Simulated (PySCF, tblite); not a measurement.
Isomers of C3H6Cl2OSi, one GFN2-xTB conformer each. Single-point energies are computed at PBE0/pcSseg-1 (PySCF, gas phase, no added dispersion term), electronic only.

```json
{"SMILES": "C=C(C)O[SiH](Cl)Cl", "GFN2-xTB relative energy (kJ/mol)": "0.0"}
{"SMILES": "C=CO[Si@H](Cl)CCl", "GFN2-xTB relative energy (kJ/mol)": "173.9"}
{"SMILES": "ClC(Cl)[C@H]1OC[SiH2]1", "GFN2-xTB relative energy (kJ/mol)": "428.4"}
```

Conformers: `[CH2:1]=[C:2]([CH3:3])[O:4][SiH:5]([Cl:6])[Cl:7]` with C1–C2–O4–Si5 4°, C2–O4–Si5–Cl6 178°; `[CH2:1]=[CH:2][O:3][Si@H:4]([Cl:5])[CH2:6][Cl:7]` with C1–C2–O3–Si4 166°, C2–O3–Si4–Cl5 175°, O3–Si4–C6–Cl7 -65°; `[Cl:1][CH:2]([Cl:3])[C@H:4]1[O:5][CH2:6][SiH2:7]1` with Cl1–C2–C4–O5 -165°.

Task: What does PBE0/pcSseg-1 give for the same structures?

Result: 
```
                SMILES  PBE0/pcSseg-1 E (Eh)  PBE0/pcSseg-1 (kJ/mol)  GFN2-xTB (kJ/mol)  point group
    C=C(C)O[SiH](Cl)Cl           -1402.44802                     0.0                0.0           C1
     C=CO[Si@H](Cl)CCl           -1402.38960                   153.4              173.9           C1
ClC(Cl)[C@H]1OC[SiH2]1           -1402.27649                   450.4              428.4           C1
```

Both levels put the same isomer lowest; measured from each level's own lowest isomer, the values differ by up to 22.0 kJ/mol (ClC(Cl)[C@H]1OC[SiH2]1: 428.4 against 450.4). As drawn, the lowest has an Si–O bond and a C=C bond outside aromatic rings, which the highest lacks; the highest has a four-membered ring and an Si–C bond, which the lowest lacks.

Task: Which frontier levels, dipoles and rotational constants go with these structures?

Result: 
```tsv
SMILES	HOMO (eV, PBE0/pcSseg-1)	LUMO (eV)	dipole (D)	A, B, C (MHz)
C=C(C)O[SiH](Cl)Cl	-7.25	0.22	1.82	1994, 1014, 732.1
C=CO[Si@H](Cl)CCl	-7.22	-0.05	0.66	1385, 1145, 651.9
ClC(Cl)[C@H]1OC[SiH2]1	-7.76	-0.48	3.51	2175, 1088, 763.2
```

Task: What happens when harmonic zero-point energies from GFN2-xTB frequencies are added?

Result: 
| SMILES | ZPE (kJ/mol) | electronic (kJ/mol) | with ZPE (kJ/mol) |
| --- | --- | --- | --- |
| C=C(C)O[SiH](Cl)Cl | 223.1 | 0.0 | 0.0 |
| C=CO[Si@H](Cl)CCl | 219.3 | 153.4 | 149.6 |
| ClC(Cl)[C@H]1OC[SiH2]1 | 214.2 | 450.4 | 441.5 |

The zero-point energies span 8.9 kJ/mol. The order is unchanged.
